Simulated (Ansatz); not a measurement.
Reaction (ligand exchange at the Si–F bond): `F[SiH2]O[SiH2][SiH3]` + NH₃ → `N[SiH2]O[SiH2][SiH3]` + H–F

Isolated molecules relaxed with PBE0-D4/def2-TZVP in Ansatz; ΔE leaves out vibrations. CCSD(T)/CBS adds triple-zeta CCSD(T) − MP2 to the extrapolated MP2 energy (def2 sets, frozen cores). This one scheme is used for every species. Functionals use def2-TZVPP. B3LYP here is the variant with VWN-RPA as its local correlation; programs differ in this. One conformer a species, not always the lowest.

`F[SiH2]O[SiH2][SiH3]`:

```xyz
12

F     2.842    0.969   -0.090
Si    2.116   -0.344    0.447
O     0.711    0.056    1.140
Si   -0.847    0.540    0.904
Si   -1.641   -0.145   -1.194
H     2.990   -0.959    1.464
H     1.880   -1.217   -0.727
H    -0.914    2.021    1.018
H    -1.670   -0.052    1.990
H    -1.623   -1.629   -1.307
H    -3.041    0.334   -1.363
H    -0.802    0.425   -2.282
```

NH₃:

Z-matrix (Å, degrees):
```
N
H 1 1.013
H 1 1.013 2 107.1
H 1 1.013 2 107.1 3 -114.5
```

`N[SiH2]O[SiH2][SiH3]`:

Z-matrix (Å, degrees):
```
Si
O 1 1.640
N 1 1.704 2 114.4
H 1 1.482 2 106.9 3 119.6
H 1 1.482 2 107.0 3 -119.5
Si 2 1.637 1 142.8 3 1.6
H 3 1.005 1 123.6 2 85.3
H 3 1.005 1 123.4 2 -86.2
Si 6 2.347 2 112.6 1 -1.4
H 6 1.489 2 109.0 1 -122.6
H 6 1.489 2 109.1 1 119.9
H 9 1.489 6 111.9 2 61.4
H 9 1.491 6 108.5 2 -179.7
H 9 1.489 6 111.9 2 -60.8
```

H–F:

Z-matrix (Å, degrees):
```
F
H 1 0.920
```

```csv
level,ΔE (kJ/mol)
PBE0-D4,77.5
ωB97X-V,85.1
PBE0,83.0
B3LYP,94.3
MP2/def2-TZVPP,81.7
MP2/def2-QZVPP,82.0
SCS-MP2/def2-QZVPP,87.6
HF/CBS(def2),104.7
```

**Question.** What does CCSD(T)/CBS give? (Best estimate.)

**Answer.** Ansatz gave: +83.4 kJ/mol. The listed levels differ from it by -5.9, 1.7, -0.4, 10.9, -1.7, -1.4, 4.2, 21.3 kJ/mol.

Largest T1 diagnostic among the species: 0.012.

The D4 term adds −10.0 kJ/mol with B3LYP and −5.5 kJ/mol with PBE0; it sums over pairs of atoms, weighted by their polarisabilities, and B3LYP, whose exchange is more repulsive, gets the larger term. In def2-TZVPP, CCSD(T) changes the Hartree–Fock value by −18.1 kJ/mol (the triples alone add −2.6 kJ/mol) and MP2 by −20.5 kJ/mol.
